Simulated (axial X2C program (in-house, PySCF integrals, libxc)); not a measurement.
Bond lengths and stretching modes, held linear, of ClWCl

Computed with an in-house all-electron X2C program for linear molecules (integrals from PySCF): two-component X2C with atomic mean-field Coulomb and Gaunt terms, Gaussian nuclei, basis Cl dyall-av3z, W dyall-v3z with contracted cores. Spin-free rows use the one-electron spin-free X2C Hamiltonian.

Masses Cl 34.969, W 183.951, Cl 34.969 u. States: 2c Ω = 1 (beyond evenly filled blocks: ω = -3/2, ω = 5/2); spin-free M_S = 2, Λ = 1 (beyond evenly filled blocks: σα, π+α, δ+α, δ-α).

PBE0, 2c: energies above the lowest point

```tsv
r(Cl–W) (Å)	r(W–Cl) (Å)	E (meV)
2.2181	2.2181	58.19
2.2181	2.2750	25.88
2.2181	2.3319	46.54
2.2750	2.2181	25.88
2.2750	2.2750	0.00
2.2750	2.3319	26.67
2.2750	2.3887	94.23
2.3319	2.2181	46.54
2.3319	2.2750	26.67
2.3319	2.3319	58.93
2.3887	2.2750	94.23
2.3887	2.3887	209.05
```

Question: Fit a quadratic surface with cubic terms in each bond: where is the minimum, and what are the two stretching wavenumbers?

Answer: At PBE0, 2c: bonds 2.273 and 2.273 Å; harmonic stretches 374.0 and 395.2 cm⁻¹; force constants 2.61, 2.61 and coupling 0.28 mdyn/Å.

The other levels and Hamiltonians give:

| Hamiltonian | level | r(Cl–W) (Å) | r(W–Cl) (Å) | lower stretch (cm⁻¹) | upper stretch (cm⁻¹) |
| --- | --- | --- | --- | --- | --- |
| 2c | HF | 2.332 | 2.332 | 361.9 | 375.1 |
| 2c | PBE | 2.278 | 2.278 | 363.0 | 387.2 |
| 2c | MP2 | 2.287 | 2.287 | 373.9 | 392.5 |
| spin-free | PBE0 | 2.275 | 2.275 | 376.7 | 395.0 |
| spin-free | HF | 2.332 | 2.332 | 362.9 | 375.7 |
| spin-free | PBE | 2.282 | 2.282 | 368.0 | 386.2 |
| spin-free | MP2 | 2.288 | 2.288 | 376.0 | 392.9 |

Each state is one determinant, the lowest of a limited PBE0 search; the stretches come from a fit to these few points and carry an uncertainty of a few per cent. Other orders of the atoms were not compared. MP2 freezes inner shells (threshold -2 hartree). The molecule was held linear; bending was not examined, so a bent shape may lie lower. Open-shell Ω = 0 determinants with evenly filled partner blocks cannot be reached by this program, so the Ω shown need not be the lowest component. Note: functional without a current term on a determinant with orbital currents, of the molecule or an atom. Note: several unpaired electrons, one determinant need not be a pure state.
